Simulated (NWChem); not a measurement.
CH7GeN; SMILES [GeH3][NH]C

```xyz
10

Ge     0.0322     0.7508    -0.0064
N     -0.5888    -0.9733    -0.0893
C      0.3198    -2.0903     0.0178
H     -1.1885     1.6702    -0.1787
H      0.7520     1.1028     1.3221
H      1.0339     0.9298    -1.1615
H     -1.4536    -1.1222     0.4214
H     -0.1737    -3.0256    -0.2967
H      0.7397    -2.2638     1.0307
H      1.1751    -1.9452    -0.6629
```
Atoms are numbered in this order, from 1.

All runs: NWChem. Pople sets run with spherical d functions. Coordinates come from a PBE0/def2-SVP optimisation. GIAO values for the isolated, static molecule; σ is the absolute isotropic shielding, δ = σ(reference) − σ with the isolated reference molecule computed at the same levels (13C: tetramethylsilane, 1H: tetramethylsilane, 15N: ammonia).

| level | σ Ge1 (ppm) | δ N2 (ppm) | δ C3 (ppm) | δ H4 (rotor mean) (ppm) | δ H7 (ppm) | δ H8 (rotor mean) (ppm) |
|---|---|---|---|---|---|---|
| Hartree-Fock/6-31G* | … | … | … | … | … | … |
| B3LYP/6-31G* | 1616.8 | 3.5 | 33.8 | 4.77 | -1.15 | 2.50 |
| PBE/pcSseg-1 | 1405.6 | 15.8 | 36.8 | 4.71 | -0.78 | 2.76 |
| LDA (Slater exchange, VWN5)/pcSseg-1 | 1373.2 | 16.3 | 36.4 | 5.00 | -0.75 | 2.79 |

Some entries are withheld; supply them.


- Hartree-Fock/6-31G*, σ Ge1 (ppm): 1747.8
- Hartree-Fock/6-31G*, δ N2 (ppm): -17.9
- Hartree-Fock/6-31G*, δ C3 (ppm): 31.2
- Hartree-Fock/6-31G*, δ H4 (rotor mean) (ppm): 4.53
- Hartree-Fock/6-31G*, δ H7 (ppm): -1.33
- Hartree-Fock/6-31G*, δ H8 (rotor mean) (ppm): 2.42
